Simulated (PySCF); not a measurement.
**Structure from NMR data**

An unknown has the formula C6H4O2. Its calculated NMR data are:

¹H NMR (300 MHz, computed): δ 7.56 (m, 2H), 6.69 (m, 2H).

¹³C{¹H} NMR (computed): δ 156.7 (C, 2C), 148.5 (CH, 2C), 104.1 (CH, 2C).

Non-relativistic Hamiltonian, one computed conformer, no solvent model, fast rotation and ring inversion assumed for equivalent nuclei. Geometry from GFN2-xTB; PBE0/pcSseg-1 with gauge-including orbitals; PySCF.

δ = σ(ref) − σ, references computed at the same level: TMS for ¹H, ¹³C.

**Question.** Which candidate is it?
A. C#CC(=O)C(=C)C=O
B. c1cc2occc2o1
C. O=C=Cc1ccco1
D. C#CC#CCC(=O)O

**Answer.** B. 

Rings plus π bonds: 5 (2 rings in the answer). 3 carbon signals for 6 carbons: some carbons are equivalent by symmetry or fast rotation. Carbon types of the structure: 2 × C, 4 × CH, which accounts for all hydrogens. δC 156.7: ring-fusion aromatic carbon. δC 148.5: aromatic CH next to the ring oxygen. δC 104.1: aromatic CH. δH 7.56: hydrogen on an aromatic CH next to the ring oxygen; ring-current deshielding. δH 6.69: hydrogen on an aromatic CH; it sits in the deshielding region of the aromatic ring current.

The others: O=C=Cc1ccco1 would give 6 carbon signals, not 3; C#CC(=O)C(=C)C=O would give 6 carbon signals, not 3; C#CC#CCC(=O)O would give 6 carbon signals, not 3.

Shifts are as computed. Against solution values, carbons near 30 ppm lie about +3 ppm off and those near 130 ppm about +5 ppm. Of 1211 compounds with measured shifts, 218 miss one by over three times the rms of a fit or turn the order of signals round; such compounds aren't used in these exercises. No couplings were computed; multiplicities are counted from neighbouring protons, with m where these are inequivalent, close in shift, in a saturated or five-membered ring or joined by F or P, and br s for small geminal =CH2 splittings.
